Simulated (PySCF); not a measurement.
# [Lu(H2CO)]3+ at several levels of theory

Computed with PySCF 2.14.0 (density fitting, no spin-orbit coupling) at the geometry relaxed with PBE0:

```xyz
5
[Lu(H2CO)]3+ (singlet)
Lu    0.0000    0.0000   -0.1245
O     0.0000    0.0000    1.8467
C     0.0000    0.0000    3.1221
H     0.9749    0.0000    3.6619
H    -0.9749    0.0000    3.6619
```

```tsv
level	basis	state	HOMO (eV)	gap (eV)	charge on Lu1 (e)	population of f-type functions on Lu1 (core shells left out)	dipole about the centre of mass (D)	largest force component (eV/Å)
PBE0	Lu def2-SVP with ECP28, O def2-SVP, C def2-SVP, H def2-SVP	singlet	-25.90	5.96	2.47	14.03	5.74	0.00
revPBE	the same	singlet	-24.51	3.59	2.41	14.02	6.08	0.62
PBE0	Lu def2-TZVP with ECP28, O def2-TZVP, C def2-TZVP, H def2-TZVP	singlet	-25.88	5.95	2.51	14.02	5.87	0.30
```

Charges are Mulliken's, which hang on the basis. The relaxation used the grid (50, 194), these runs (75, 302) or, all-electron (x2c bases, spin-free X2C Hamiltonian), (99, 590).

Q: What does TPSSh with Lu def2-SVP with ECP28, O def2-SVP, C def2-SVP, H def2-SVP give here?

A: state singlet, HOMO (eV) -25.22, gap (eV) 4.92, charge on Lu1 (e) 2.45, population of f-type functions on Lu1 (core shells left out) 14.02, dipole about the centre of mass (D) 5.95, largest force component (eV/Å) 0.61. Time: 34 s on 2 threads of Intel(R) Xeon(R) Processor @ 2.50GHz (Skylake/Cascade Lake), on a shared host, from an already converged density.

In the first row's basis the gap widens with exact exchange: 3.6 eV for revPBE (none); 4.9 to 6.0 eV for TPSSh, PBE0 (a fixed share).
